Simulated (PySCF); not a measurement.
Compound: C6H9NO (charge -1 and doublet state).
Geometry (GFN2-xTB, Å), atoms numbered from 1 in this order:
```xyz
17
C6H9NO angstrom
C      2.2062    0.9738   -0.7557
C      1.3474    0.1222   -0.1224
C     -0.0036   -0.2411   -0.6385
C     -0.4458   -1.6556   -0.2541
O     -0.9608   -1.5943    1.0667
C     -1.3521   -0.2518    1.3571
C     -0.9271    0.6009    0.1980
N     -1.2980    1.8687    0.1026
H      3.0546    1.4113   -0.2511
H      2.0148    1.3177   -1.7607
H      1.5516   -0.1804    0.8969
H     -0.0810   -0.0565   -1.7172
H      0.3754   -2.3829   -0.2533
H     -1.2340   -2.0167   -0.9400
H     -2.4455   -0.2052    1.5019
H     -0.8858    0.0291    2.3177
H     -0.9232    2.2730   -0.7580
```

The hyperfine couplings belong to this conformer and change with its torsions.

The species is `C=C[C@H]1COC[C]1[NH-]` [radical] (charge -1).

Method: PySCF 2.14.0, UKS B3LYP, pcH-1 on C H N O, non-relativistic, mean-field spin-orbit, GIAO. Whether the extra electron is bound in the gas phase wasn't checked; a finite basis holds it in any case. Couplings are sensitive to structure, and on GFN2-xTB geometries they can be far from those on DFT ones, by a factor of two or more for some ions and for spin on atoms past the first row. No stability test was run, so a lower SCF solution isn't excluded.

Problem. Give the principal g shifts and their parts.

Solution. 
| Δg (ppm) | 1 | 2 | 3 |
| --- | --- | --- | --- |
| relativistic mass correction | -161 | -161 | -161 |
| gauge correction | 3 | 36 | 20 |
| orbital Zeeman/spin–orbit | 334 | 753 | 1508 |
| total | 176 | 627 | 1367 |

So g = 2.00249, 2.00295, 2.00369 and g_iso = 2.00304; the tensor is rhombic: the two nearest values differ by 38 % of g3 − g1. Axes: g1 points within 3° of the C1–H9 bond and g3 points within 2° of the N8–H17 bond.

Problem. What are the electron Larmor frequencies g μB B/h along the three axes at 1200 mT?

Solution. 33.6329, 33.6405, 33.6529 GHz for g1, g2 and g3, a range of 20.0 MHz.

Problem. At 93.928 GHz, how far is the centre of the isotropic spectrum from where a free electron (g = 2.002319) resonates?

Solution. B = hν/(g μB) with μB/h = 13.99624 MHz/mT gives 3351.58 mT for the free electron and 3350.37 mT at g_iso, 1.21 mT lower.

Problem. What effective moment and Curie constant follow for a powder?

Solution. With the mean of g² = 4.0122 and S(S+1) = 0.75: μ_eff = √(⟨g²⟩S(S+1)) = 1.735 μB and χT = 0.12505·⟨g²⟩·S(S+1) = 0.376 cm³ K/mol (cgs; spin-Hamiltonian part alone).

Problem. In a frozen sample, at which fields do the three g values resonate at 9.5, 34, 94 and 263 GHz (hyperfine left aside), and which band first spreads them over more than twice a line width of 0.3 mT?

Solution. 
```json
{"band": "X", "GHz": "9.5", "B(g3) mT": "338.75", "B(g2) mT": "338.88", "B(g1) mT": "338.95", "spread mT": "0.20"}
{"band": "Q", "GHz": "34.0", "B(g3) mT": "1212.38", "B(g2) mT": "1212.82", "B(g1) mT": "1213.10", "spread mT": "0.72"}
{"band": "W", "GHz": "94.0", "B(g3) mT": "3351.87", "B(g2) mT": "3353.10", "B(g1) mT": "3353.86", "spread mT": "1.99"}
{"band": "J", "GHz": "263.0", "B(g3) mT": "9378.09", "B(g2) mT": "9381.56", "B(g1) mT": "9383.67", "spread mT": "5.58"}
```

The spread grows in proportion to the frequency. Q band is the first where it exceeds 0.6 mT.

The Mulliken spin populations are largest on N8 (+0.30), C1 (+0.27), C7 (+0.23) and C2 (+0.16). Four atoms exceed +0.15.

The HOMO–LUMO gaps are 2.44 eV among the α and 5.78 eV among the β orbitals.
